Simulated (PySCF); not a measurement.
**Telling isomers of C$_{6}$H$_{7}$F$_{3}$O apart by NMR**

- shielding tensors at PBE0/pcSseg-1 (GIAO)
- GFN2-xTB geometry
- code: PySCF 2.14
- fast rotation and ring inversion assumed for equivalent nuclei, no relativistic terms, a single conformation, gas phase

Scale: ¹H (σ = 31.72 ppm) and ¹³C (σ = 186.93 ppm) vs TMS (reference shieldings calculated alike). Splittings of carbon signals by F and P are missing where no couplings were computed. Where no couplings were computed, multiplicities follow the n + 1 count of equivalent neighbours, and m marks all less simple cases (inequivalent or close neighbours, rings, F or P nearby). Shifts are as computed. Against solution values, carbons near 30 ppm lie about +3 ppm off and those near 130 ppm about +5 ppm. Of 1211 compounds with measured shifts, 218 miss one by over three times the rms of a fit or turn the order of signals round; such compounds aren't used in these exercises.

(1) Tabulate the signals of `C=CC(=O)CCC(F)(F)F`, `FC(F)(F)[C@@H]1CC[C@H]2O[C@@H]12`, `FC(F)C1=C[C@@H](F)COC1`, `C[C@@H]1CC=C(C(F)(F)F)O1` and their relative energies.

(2) What is the quickest way to tell FC(F)(F)[C@@H]1CC[C@H]2O[C@@H]12 from FC(F)C1=C[C@@H](F)COC1?

(3) What is the quickest way to tell FC(F)C1=C[C@@H](F)COC1 from C[C@@H]1CC=C(C(F)(F)F)O1?

(4) What is the quickest way to tell C=CC(=O)CCC(F)(F)F from C[C@@H]1CC=C(C(F)(F)F)O1?

Results:

(1) 
```tsv
SMILES	carbon types	δC	δH	E rel. (kcal/mol)
C=CC(=O)CCC(F)(F)F	2×C 1×CH 3×CH2	202.2, 146.2, 137.6, 136.7, 34.6, 33.2	6.53 (m, 1H), 6.52 (m, 1H), 6.52 (m, 1H), 3.00 (t, 2H), 2.38 (m, 2H)	0.0
FC(F)(F)[C@@H]1CC[C@H]2O[C@@H]12	1×C 3×CH 2×CH2	136.7, 54.6, 53.9, 48.1, 29.6, 23.4	3.32 (m, 1H), 3.21 (m, 1H), 2.71 (m, 1H), 1.99 (m, 1H), 1.79 (m, 1H), 1.76 (m, 1H), 1.73 (m, 1H)	4.6
FC(F)C1=C[C@@H](F)COC1	1×C 3×CH 2×CH2	148.5, 129.2, 119.8, 83.5, 73.3, 66.5	6.69 (m, 1H), 6.57 (m, 1H), 4.82 (m, 1H), 4.61 (m, 1H), 4.33 (m, 1H), 4.18 (m, 1H), 3.65 (m, 1H)	20.5
C[C@@H]1CC=C(C(F)(F)F)O1	2×C 2×CH 1×CH2 1×CH3	155.0, 128.4, 108.6, 81.3, 41.2, 25.2	5.53 (m, 1H), 4.97 (m, 1H), 3.18 (m, 1H), 2.44 (m, 1H), 1.31 (d, 3H)	4.9
```

Energies are electronic energies at PBE0/pcSseg-1 on these geometries, without zero-point or thermal terms, each for the one conformer computed, which needn't be the lowest.

(2) Both give the same number of carbon signals, with the same numbers of each carbon type, so the positions decide. The first has an sp3 CH2 in a ring at 23.4 ppm, the second an alkene CH at 129.2 ppm. Their most deshielded carbons lie at 136.7 and 148.5 ppm. In the proton spectra the most deshielded non-exchanging signals are 3.32 (m, 1H) and 6.69 (m, 1H).

(3) Both give the same number of carbon signals, but DEPT or the intensities differ. The first has an sp3 CH2 bonded to O at 73.3 ppm, the second a methyl carbon (CH3) at 25.2 ppm. Their most deshielded carbons lie at 148.5 and 155.0 ppm. In the proton spectra the most deshielded non-exchanging signals are 6.69 (m, 1H) and 5.53 (m, 1H).

(4) Both give the same number of carbon signals, but DEPT or the intensities differ. The first has a β carbon of a C=C–C=O unit (CH2) at 137.6 ppm, the second an sp3 CH bonded to O at 81.3 ppm. Their most deshielded carbons lie at 202.2 and 155.0 ppm. In the proton spectra the most deshielded non-exchanging signals are 6.53 (m, 1H) and 5.53 (m, 1H).
